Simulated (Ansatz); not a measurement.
Consider the ligand exchange at the Si–N bond: `C[SiH2]N[SiH2]O` + `[OH][GeH2][OH]` → `O[SiH2][O][GeH2][OH]` + `C[SiH2]N`.

Program: Ansatz. Geometries: PBE0-D4/def2-TZVP. ΔE: electronic, gas phase. CBS: MP2 limit from def2 TZ/QZ plus the TZ coupled-cluster correction, frozen cores. Functionals use def2-TZVPP. B3LYP here is the variant with VWN-RPA as its local correlation; programs differ in this. For Ge outer-core shells are correlated without core-valence functions, which leaves a few kJ/mol of doubt a bond. Scalar relativity is left out up to krypton. One conformer a species, not always the lowest.

| level | ΔE (kcal/mol) | difference from CCSD(T)/CBS |
| --- | --- | --- |
| PBE-D4 | -10.3 | 1.8 |
| PBE0-D4 | -11.1 | 1.0 |
| ωB97X-V | -12.2 | -0.1 |
| ωB97M-V | -12.0 | 0.1 |
| B2PLYP | -12.8 | -0.7 |
| PBE | -10.7 | 1.4 |
| r2SCAN | -12.1 | 0.0 |
| B3LYP | -12.9 | -0.8 |
| HF/def2-TZVPP | -15.4 | -3.3 |
| CCSD/def2-TZVPP | -12.7 | -0.6 |
| CCSD(T)/def2-TZVPP | -12.3 | -0.2 |
| HF/def2-QZVPP | -15.5 | -3.4 |
| MP2/def2-QZVPP | -12.1 | 0.0 |
| HF/CBS(def2) | -15.6 | -3.5 |
| MP2/CBS(def2) | -11.9 | 0.2 |
| CCSD/CBS(def2) | -12.6 | -0.5 |
| CCSD(T)/CBS | -12.1 | 0 |

Largest T1 diagnostic among the species: 0.012.

In def2-TZVPP, CCSD(T) changes the Hartree–Fock value by +3.1 kcal/mol (the triples alone add +0.5 kcal/mol) and MP2 by +3.3 kcal/mol. From PBE to PBE0 (25 % exact exchange), in def2-TZVPP and without D4, ΔE moves by −0.7 kcal/mol.
